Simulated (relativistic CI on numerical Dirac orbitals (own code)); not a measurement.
d8 in a ligand field

Computed with a parametric ligand-field model of a d^n configuration (Racah B and C, spin-orbit zeta, crystal field), exact diagonalisation.

Field parameters in Wybourne normalisation: Oh B⁴₀ = 21Dq, B⁴₄ = √(5/14) B⁴₀; Td as Oh with Dq negative (B⁴₀ = 21Dq, B⁴₄ = √(5/14) B⁴₀). The field is a parameter set, without covalency.

**Question.** A d8 ion in Td symmetry has the ground term 3T1 and bands at 3T2 8900 cm⁻¹ (1124 nm), 1T2 15004 cm⁻¹ (666 nm), 1E 15516 cm⁻¹ (644 nm), 3A2 19050 cm⁻¹ (525 nm), 3T1 21901 cm⁻¹ (457 nm), 1T2 26316 cm⁻¹ (380 nm). Which parameters reproduce them?

**Answer.** B = 950, C = 4380, ζ = 0 cm⁻¹, Td, 10Dq = -10150 cm⁻¹.

**Question.** A d8 ion in Oh symmetry has the ground term 3A2 and bands at 3T2 12950 cm⁻¹ (772 nm), 1E 13632 cm⁻¹ (734 nm), 3T1 20095 cm⁻¹ (498 nm), 1A1 23283 cm⁻¹ (430 nm), 1T2 26295 cm⁻¹ (380 nm), 3T1 31655 cm⁻¹ (316 nm). Which parameters reproduce them?

**Answer.** B = 860, C = 3540, ζ = 0 cm⁻¹, Oh, 10Dq = 12950 cm⁻¹.

**Question.** A d8 ion in Oh symmetry has the ground term 3A2 and bands at 1E 7292 cm⁻¹ (1371 nm), 1A1 14072 cm⁻¹ (711 nm), 3T2 39750 cm⁻¹ (252 nm), 3T1 44725 cm⁻¹ (224 nm), 1T2 47015 cm⁻¹ (213 nm), 3T1 80975 cm⁻¹ (123 nm). Which parameters reproduce them?

**Answer.** B = 430, C = 1940, ζ = 0 cm⁻¹, Oh, 10Dq = 39750 cm⁻¹.

**Question.** Ground term and bands for B = 970, C = 3620, ζ = 0 cm⁻¹, Oh, 10Dq = 3850 cm⁻¹?

**Answer.** Ground term 3A2 with 2.00 electrons in the two orbitals of the cubic e set. Spin-allowed: 3T2 3850 cm⁻¹ (2597 nm), 3T1 6739 cm⁻¹ (1484 nm), 3T1 19361 cm⁻¹ (517 nm). Lowest spin-forbidden: 1E 13850 cm⁻¹ (722 nm), 1T2 17125 cm⁻¹ (584 nm), 1A1 21483 cm⁻¹ (465 nm). With an A2 ground term the first spin-allowed band lies at |10Dq| itself.

**Question.** Ground term and bands for B = 890, C = 4220, ζ = 0 cm⁻¹, Td, 10Dq = -3750 cm⁻¹?

**Answer.** Ground term 3T1 with 3.87 electrons in the two orbitals of the cubic e set. Spin-allowed: 3T2 3143 cm⁻¹ (3182 nm), 3A2 6893 cm⁻¹ (1451 nm), 3T1 15886 cm⁻¹ (629 nm). Lowest spin-forbidden: 1T2 13874 cm⁻¹ (721 nm), 1E 14628 cm⁻¹ (684 nm), 1T2 20671 cm⁻¹ (484 nm).
